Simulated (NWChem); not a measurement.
System: HfSCl$_{2}$; SMILES [Hf](=[S])([Cl])[Cl]

Here is an NWChem input.

```
start job
memory heap 200 mb stack 900 mb global 1100 mb
geometry units angstroms noautosym nocenter noautoz
  Hf    -0.000105    -0.035322     0.296439
  S     -0.006367    -2.154115    -0.306800
  Cl    -2.003117     1.033582    -0.309411
  Cl     2.009189     1.021725    -0.309411
end
basis spherical
  Hf library def2-svpd
  S library def2-svpd
  Cl library def2-svpd
end
ecp
  Hf library def2-ecp
end
dft
  xc pbe0
  iterations 150
end
property
  response 1 0.0428
end
task dft property
```

Output (shortened):

```
             Northwest Computational Chemistry Package (NWChem) 7.3.0
             --------------------------------------------------------

                             Geometry "geometry" -> ""
                             -------------------------

 Output coordinates in angstroms (scale by  1.889725989 to convert to a.u.)

  No.       Tag          Charge          X              Y              Z
 ---- ---------------- ---------- -------------- -------------- --------------
    1 Hf                  72.0000    -0.00010500    -0.03532200     0.29643900
    2 S                   16.0000    -0.00636700    -2.15411500    -0.30680000
    3 Cl                  17.0000    -2.00311700     1.03358200    -0.30941100
    4 Cl                  17.0000     2.00918900     1.02172500    -0.30941100

 Effective nuclear repulsion energy (a.u.)     942.6536097365

                                 NWChem DFT Module
                                 -----------------

 Summary of "ao basis" -> "ao basis" (spherical)
 ------------------------------------------------------------------------------
       Tag                 Description            Shells   Functions and Types
 ---------------- ------------------------------  ------  ---------------------
 Hf                        def2-svpd                13       35   6s4p2d1f
 S                         def2-svpd                11       27   5s4p2d
 Cl                        def2-svpd                11       27   5s4p2d

            General Information
            -------------------
          SCF calculation type: DFT
          Wavefunction type:  closed shell.
          No. of atoms     :     4
          No. of electrons :    62
           Alpha electrons :    31
            Beta electrons :    31
          Charge           :     0
          Spin multiplicity:     1
          Use of symmetry is: off; symmetry adaption is: off
          Maximum number of iterations: 150
          AO basis - number of functions:   116
                     number of shells:    46
          Convergence on energy requested:  1.00D-06
          Convergence on density requested:  1.00D-05
          Convergence on gradient requested:  5.00D-04

              XC Information
              --------------
                         PBE0 Method XC Functional
                     Hartree-Fock (Exact) Exchange  0.250
          PerdewBurkeErnzerhof Exchange Functional  0.750
            Perdew 1991 LDA Correlation Functional  1.000 local
           PerdewBurkeErnz. Correlation Functional  1.000 non-local

             Grid Information
             ----------------
          Grid used for XC integration:  medium
          Radial quadrature: Mura-Knowles
          Angular quadrature: Lebedev.
          Tag              B.-S. Rad. Rad. Pts. Rad. Cut. Ang. Pts.
          ---              ---------- --------- --------- ---------
          Hf                  1.55      123          12.0       590
          S                   1.00       88          13.0       590
          Cl                  1.00       88          14.0       590
          Grid pruning is: on
          Number of quadrature shells:   387
          Spatial weights used:  Erf1

      Superposition of Atomic Density Guess
      -------------------------------------

 Sum of atomic energies:       -1367.94912975

      Non-variational initial energy
      ------------------------------

 Total energy =   -1363.556516
 1-e energy   =   -2400.472674
 2-e energy   =     784.267114
 HOMO         =      -0.353820
 LUMO         =      -0.072013

   convergence    iter        energy       DeltaE   RMS-Dens  Diis-err
 ---------------- ----- ----------------- --------- --------- ---------
 d= 0,ls=0.0,diis     1  -1365.6588687427 -1.62D+03  4.02D-02  1.45D+00
 d= 0,ls=0.5,diis     2  -1360.1759729940  5.48D+00  1.19D-02  3.11D+01
 d= 0,ls=0.5,diis     3  -1362.5649593936 -2.39D+00  6.67D-03  1.89D+01
 d= 0,ls=0.5,diis     4  -1363.8768689678 -1.31D+00  5.79D-03  1.19D+01
 d= 0,ls=0.5,diis     5  -1364.7690797727 -8.92D-01  5.78D-03  6.46D+00
 d= 0,ls=0.5,diis     6  -1365.4037172831 -6.35D-01  4.99D-03  2.64D+00
 d= 0,ls=0.5,diis     7  -1365.7326111575 -3.29D-01  3.27D-03  7.26D-01
 d= 0,ls=0.5,diis     8  -1365.8410822761 -1.08D-01  2.43D-03  2.24D-01
  Resetting Diis
 d= 0,ls=0.5,diis     9  -1365.8849052133 -4.38D-02  2.10D-03  8.24D-02
 d= 0,ls=0.5,diis    10  -1365.9054032559 -2.05D-02  2.22D-03  4.52D-02
 d= 0,ls=0.5,diis    11  -1365.9184028674 -1.30D-02  1.35D-03  2.71D-02
 d= 0,ls=0.5,diis    12  -1365.9254889746 -7.09D-03  1.32D-03  1.26D-02
 d= 0,ls=0.5,diis    13  -1365.9307483797 -5.26D-03  1.13D-03  4.31D-03
 d= 0,ls=0.5,diis    14  -1365.9340414021 -3.29D-03  8.01D-04  3.06D-03
 d= 0,ls=0.5,diis    15  -1365.9360571469 -2.02D-03  5.95D-04  2.81D-03
 d= 0,ls=0.5,diis    16  -1365.9374241263 -1.37D-03  4.65D-04  2.05D-03
 d= 0,ls=0.5,diis    17  -1365.9383162129 -8.92D-04  3.68D-04  1.35D-03
 d= 0,ls=0.5,diis    18  -1365.9388813380 -5.65D-04  2.92D-04  8.16D-04
 d= 0,ls=0.5,diis    19  -1365.9392337716 -3.52D-04  2.26D-04  4.60D-04
 d= 0,ls=0.5,diis    20  -1365.9394408481 -2.07D-04  1.77D-04  2.60D-04
 d= 0,ls=0.5,diis    21  -1365.9395647706 -1.24D-04  1.34D-04  1.40D-04
 d= 0,ls=0.5,diis    22  -1365.9396346713 -6.99D-05  1.01D-04  7.82D-05
 d= 0,ls=0.5,diis    23  -1365.9396743787 -3.97D-05  7.68D-05  4.46D-05
 d= 0,ls=0.5,diis    24  -1365.9396972708 -2.29D-05  5.76D-05  2.55D-05
 d= 0,ls=0.5,diis    25  -1365.9397104573 -1.32D-05  4.35D-05  1.45D-05
 d= 0,ls=0.5,diis    26  -1365.9397180384 -7.58D-06  3.30D-05  8.23D-06
 d= 0,ls=0.5,diis    27  -1365.9397223864 -4.35D-06  2.52D-05  4.72D-06
 d= 0,ls=0.5,diis    28  -1365.9397248928 -2.51D-06  1.92D-05  2.76D-06
 d= 0,ls=0.5,diis    29  -1365.9397263530 -1.46D-06  1.48D-05  1.61D-06
 d= 0,ls=0.5,diis    30  -1365.9397272144 -8.61D-07  1.12D-05  9.13D-07
 d= 0,ls=0.5,diis    31  -1365.9397277083 -4.94D-07  8.51D-06  5.27D-07

         Total DFT energy =    -1365.939727994003
      One electron energy =    -2403.902618942504
           Coulomb energy =      873.012260252490
    Exchange-Corr. energy =      -87.698413079365
 Nuclear repulsion energy =      252.649043775376

 Numeric. integr. density =       62.000000340508

                       DFT Final Molecular Orbital Analysis
                       ------------------------------------

 Vector   29  Occ=2.000000D+00  E=-3.096152D-01
              MO Center= -5.0D-03, -1.7D+00, -2.2D-01, r^2= 2.8D+00
   Bfn.  Coefficient  Atom+Function         Bfn.  Coefficient  Atom+Function
  ----- ------------  ---------------      ----- ------------  ---------------
    48      0.461168  2 S  py                45      0.393445  2 S  py
    23     -0.271612  1 Hf d  2              20      0.240023  1 Hf d -1
     5      0.234579  1 Hf s                 42      0.227176  2 S  py
     3     -0.217046  1 Hf s                 39     -0.165408  2 S  s
     8      0.157757  1 Hf py                38     -0.137333  2 S  s

 Vector   30  Occ=2.000000D+00  E=-2.905610D-01
              MO Center= -4.8D-03, -1.6D+00, -1.5D-01, r^2= 2.4D+00
   Bfn.  Coefficient  Atom+Function         Bfn.  Coefficient  Atom+Function
  ----- ------------  ---------------      ----- ------------  ---------------
    49      0.495633  2 S  pz                46      0.378618  2 S  pz
    20     -0.266163  1 Hf d -1              43      0.217683  2 S  pz
    21     -0.169153  1 Hf d  0              23     -0.121049  1 Hf d  2
    17     -0.084813  1 Hf py                52      0.084607  2 S  pz
     8      0.081044  1 Hf py                 9     -0.075882  1 Hf pz

 Vector   31  Occ=2.000000D+00  E=-2.770942D-01
              MO Center= -4.7D-03, -1.6D+00, -2.2D-01, r^2= 2.9D+00
   Bfn.  Coefficient  Atom+Function         Bfn.  Coefficient  Atom+Function
  ----- ------------  ---------------      ----- ------------  ---------------
    47      0.524159  2 S  px                44      0.392315  2 S  px
    19     -0.240735  1 Hf d -2              41      0.224597  2 S  px
     7     -0.106428  1 Hf px                74     -0.102148  3 Cl px
   101     -0.101625  4 Cl px                50      0.099655  2 S  px
   102      0.088643  4 Cl py                75     -0.088041  3 Cl py

 Vector   32  Occ=0.000000D+00  E=-1.374023D-01
              MO Center= -2.1D-04, -7.2D-02,  9.6D-01, r^2= 2.9D+00
   Bfn.  Coefficient  Atom+Function         Bfn.  Coefficient  Atom+Function
  ----- ------------  ---------------      ----- ------------  ---------------
    21      0.625128  1 Hf d  0               5      0.442923  1 Hf s
     6      0.407268  1 Hf s                  3     -0.260978  1 Hf s
    18      0.208775  1 Hf pz                26      0.168719  1 Hf d  0
     2      0.157507  1 Hf s                  4     -0.142334  1 Hf s
     9     -0.117825  1 Hf pz                20     -0.092821  1 Hf d -1

[...]

 DFT Linear Response polarizability / au
 Frequency  =       0.0428000 / au
 Wavelength =    1064.5643224 / nm
              X              Y              Z
 -----------------------------------------------
 X      95.2711287      0.0486469      0.0067170
 Y       0.0486469    111.7291133      2.2699936
 Z       0.0067169      2.2699641     65.7905601
 -----------------------------------------------
 Eigenvalues =      95.2709849    111.8411539     65.6786633
 Isotropic   =      90.9302674
 Anisotropic =      40.5046389
 -----------------------------------------------

 Magnetic Dipole Response Matrix (nonzero elements):
```

Level: PBE0/def2-SVPD with def2 effective core potentials on Hf. The geometry was optimised at PBE0/def2-SVP. def2 effective core potentials on Hf; no spin-orbit coupling.
